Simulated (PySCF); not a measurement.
Two-component Hartree-Fock for Pb⁺ (lead, charge +1)

Start: [Xe] 4f14 5d10 6s2 6p1; 6p3/2 filled at m_j = +3/2. Calculated with PySCF 2.14 in x2c-SVPall-2c with one added diffuse shell each of s, p type (8s12p7d2f, 93 functions): generalised Hartree-Fock with the X2C-1e Hamiltonian and a Gaussian nucleus; one run each with spin-orbit coupling (SO) screened by Boettger's factors, then bare. This is a chosen level, not necessarily the ground level.

| spinor shell | electrons | ε, screened SO (eV) | ε, bare SO (eV) | weight of nominal j (bare SO) | rms radius, bare SO (bohr) |
| --- | --- | --- | --- | --- | --- |
| 1s1/2 | 2 | -88472.1 | -88469.9 | 1.000 | 0.0181 |
| 2s1/2 | 2 | -15984.8 | -15984.1 | 1.000 | 0.0730 |
| 2p1/2 | 2 | -15328.3 | -15377.6 | 1.000 | 0.0615 |
| 2p3/2 | 4 | -13133.0 | -13118.5 | 1.000 | 0.0701 |
| 3s1/2 | 2 | -3915.6 | -3915.4 | 1.000 | 0.186 |
| 3p1/2 | 2 | -3620.1 | -3631.0 | 1.000 | 0.178 |
| 3p3/2 | 4 | -3123.2 | -3119.9 | 1.000 | 0.195 |
| 3d3/2 | 4 | -2641.5 | -2650.5 | 1.000 | 0.171 |
| 3d5/2 | 6 | -2537.0 | -2531.3 | 1.000 | 0.175 |
| 4s1/2 | 2 | -932.15 | -932.10 | 1.000 | 0.408 |
| 4p1/2 | 2 | -802.79 | -805.51 | 1.000 | 0.411 |
| 4p3/2 | 4 | -679.72 | -678.90 | 1.000 | 0.446 |
| 4d3/2 | 4 | -468.22 | -470.16 | 1.000 | 0.459 |
| 4d5/2 | 6 | -445.35 | -444.10 | 1.000 | 0.465 |
| 5s1/2 | 2 | -175.17 | -175.18 | 1.000 | 0.916 |
| 4f5/2 | 6 | -169.49 | -170.95 | 1.000 | 0.494 |
| 4f7/2 | 8 | -164.61 | -163.50 | 1.000 | 0.497 |
| 5p1/2 | 2 | -128.76 | -129.30 | 1.000 | 0.981 |
| 5d3/2 | 4 | -38.836 | -39.070 | 0.999 | 1.37 |
| 5d5/2 | 6 | -36.300 | -36.162 | 0.999 | 1.40 |
| 6s1/2 | 2 | -22.516 | -22.523 | 1.000 | 2.46 |
| 6p3/2 | 1 | -12.833 | -12.826 | 1.000 | 3.39 |

Where does 5p3/2 lie, and what is the 5p spin-orbit splitting (bare SO)?

At -105.73 eV, 23.569 eV above 5p1/2.

```
   quantity   screened SO       bare SO
E (hartree)  -20901.88569  -20904.10150
        M_J           3/2           3/2
       ⟨J²⟩         3.757         3.757
       ⟨L²⟩         2.194         2.207
       ⟨S²⟩         0.942         0.955
```

Each row is a mean over spinors that exchange with the open shell spreads, by up to 1.663 eV (6s1/2).

Breit and QED terms are absent; they matter most for the inner s and p1/2 levels.

Densities and radii are taken from the X2C orbitals without a picture-change correction, which distorts them close to the nucleus.
